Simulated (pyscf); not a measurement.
F–Ge(F)(F)–Ge(F)(F)–F → F–Ge(F)(F)–F + F–Ge:–F [singlet], a 1,1-elimination (singlet surface; F–Ge, Ge–Ge broken, F–Ge formed). Optimised with ωB97X-D3(BJ)/def2-SVP in PySCF. Energies in eV from the reactant's lowest minimum found.

Small-basis levels: PySCF, no dispersion term, spherical d functions. AM1 to PM7: differences of heats of formation from MOPAC, which are fitted to 298 K values and so differ in kind from electronic energies by zero-point and thermal terms. GFN2-xTB: tblite. Cost: rough CPU time at the saddle relative to B3LYP/6-31G*+LANL2DZ, from one job on a shared machine.

```json
[
 {"level": "HF/6-31G*+LANL2DZ", "barrier": "1.53", "reaction energy": "+0.09", "cost": "0.2"},
 {"level": "SVWN5/6-31G*+LANL2DZ", "barrier": "0.76", "reaction energy": "+0.80", "cost": "1"},
 {"level": "PBE/6-31G*+LANL2DZ", "barrier": "0.90", "reaction energy": "+0.56", "cost": "2"},
 {"level": "B3LYP/STO-3G", "barrier": "0.82", "reaction energy": "+1.64", "cost": "1.0"},
 {"level": "B3LYP/3-21G", "barrier": "0.80", "reaction energy": "+0.77", "cost": "1"},
 {"level": "B3LYP/6-31G*+LANL2DZ", "barrier": "1.06", "reaction energy": "+0.35", "cost": "1"},
 {"level": "GFN2-xTB", "barrier": "0.68", "reaction energy": "-0.26", "cost": "under 0.02"},
 {"level": "PM3", "barrier": "1.13", "reaction energy": "+2.08", "cost": "under 0.02"},
 {"level": "PM7", "barrier": "0.55", "reaction energy": "-0.50", "cost": "under 0.02"},
 {"level": "ωB97M-D3(BJ)/def2-TZVP", "barrier": "1.15", "reaction energy": "+0.35", "cost": "–"}
]
```

Against the last row the barrier runs from -0.60 (PM7) to +0.38 eV (HF/6-31G*+LANL2DZ). At SVWN5/6-31G*+LANL2DZ, B3LYP/STO-3G, PM3 this geometry lies under one side, so the entry may be no barrier of that level: it is a single point on another level's saddle. ωB97M-D3(BJ)/def2-TZVP has limits of its own. On the product side the descent ends in an adduct with a F–Ge, F–Ge contact (not fully relaxed), 0.43 eV under the separated species and 0.94 eV under the saddle at ωB97X-D3(BJ)/def2-TZVP. What is counted as broken (F–Ge) persists as a longer contact in the product adduct; parting that adduct is a step of its own. At ωB97X-D3(BJ)/def2-TZVP the barrier from the zero used here is 1.28 eV. This is the saddle that the search found; another between the same sides may lie lower. In the def2 sets elements up to Kr have no core potential.
